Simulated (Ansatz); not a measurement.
Reaction (formal exchange of groups at a C–Cl bond): `CCCl` + `[NH2][MgH]` → `C[CH2][Mg][NH2]` + HCl

Computed with Ansatz on PBE0-D4/def2-TZVP structures; ΔE is electronic, products minus reactants. CCSD(T)/CBS adds triple-zeta CCSD(T) − MP2 to the extrapolated MP2 energy (def2 sets, frozen cores). This one scheme is used for every species. For Mg outer-core shells are correlated without core-valence functions, which leaves a few kJ/mol of doubt a bond. Each species was taken in one conformer, which may not be the lowest.

```csv
level,ΔE (kcal/mol)
CCSD(T)/def2-TZVPP,-5.7
HF/CBS(def2),-0.6
```

Problem. What does CCSD(T)/CBS give? (Estimate.)

Solution. Computed: -6.3 kcal/mol. The listed levels differ from it by 0.6, 5.7 kcal/mol.

Largest T1 diagnostic among the species: 0.009.

From BLYP to BHLYP (50 % exact exchange), in def2-TZVPP and without D4, ΔE moves by +1.5 kcal/mol. At CCSD(T), def2-SVP lies +0.8 kcal/mol from the extrapolated value and def2-TZVPP +0.6 kcal/mol. In def2-TZVPP, CCSD(T) changes the Hartree–Fock value by −5.1 kcal/mol (the triples alone add −0.2 kcal/mol) and MP2 by −5.8 kcal/mol.
